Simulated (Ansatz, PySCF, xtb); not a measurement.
Reaction R1 + 6 R2 → 9 P1, each structure at its B3LYP-D3(BJ)/def2-SVP stationary point, reached from a drawn start (curvature not checked).
R1, O9W3 (SMILES [O][W]1([O])[O][W]([O])([O])[O][W]([O])([O])[O]1) (charge 0, multiplicity 1):
```xyz
12

W     -1.70612     1.14657    -0.13394
W      0.21028    -1.35827     1.53428
W      1.49560     0.21149    -1.40061
O     -1.94614     2.68024     0.58127
O     -3.13267     0.73330    -0.97977
O     -0.27993    -2.99536     1.50441
O      0.90685    -1.04719     3.06375
O      1.63381    -0.65804    -2.86556
O      2.81925     1.28837    -1.30299
O     -1.24963    -0.17693     1.16978
O      1.42458    -0.95867     0.11111
O     -0.17588     1.13447    -1.28195
```
R2, F6W (SMILES [F][W]([F])([F])([F])([F])[F]) (charge 0, multiplicity 1):
```tsv
atom	x (Å)	y (Å)	z (Å)
W	0.0000	0.0000	0.0000
F	1.6816	-0.6731	0.3749
F	-0.4502	-0.1270	1.7896
F	-0.6254	-1.7183	-0.2792
F	0.6253	1.7182	0.2796
F	0.4502	0.1273	-1.7896
F	-1.6816	0.6730	-0.3755
```
P1, F4OW (SMILES [O][W]([F])([F])([F])[F]) (charge 0, multiplicity 1):
```xyz
6

W      0.01447     0.04127     0.00038
O      0.57102     1.62860     0.01563
F      1.29955    -0.91531    -0.95040
F      0.74214    -0.74371     1.52509
F     -1.59227     0.08045     0.94235
F     -1.03491    -0.09130    -1.53315
```

P less R. No zero-point or thermal terms; singlets are restricted closed shells; no spin–orbit coupling. The spin states of the d-block species are the ones drawn and need not be the lowest.

The values were computed with Ansatz (Gaussian basis) for Hartree–Fock, density functionals and correlated methods; PySCF for the D3/D4 terms; xtb for the GFN methods. No computed number here is a measurement. Elements past Kr take the def2 small-core potentials, without spin–orbit coupling.

Problem. One of these levels gives -15.1 kJ/mol for the reaction energy. Which?
A. PBE-D4/def2-TZVPP
B. SVWN5/def2-TZVPP
C. GFN2-xTB
D. HF/def2-SVP

Solution. B, SVWN5/def2-TZVPP. The others give 518.5 (GFN2-xTB), -339.8 (HF/def2-SVP), -148.8 (PBE-D4/def2-TZVPP)

Ansatz is a quantum-chemistry and plane-wave program.
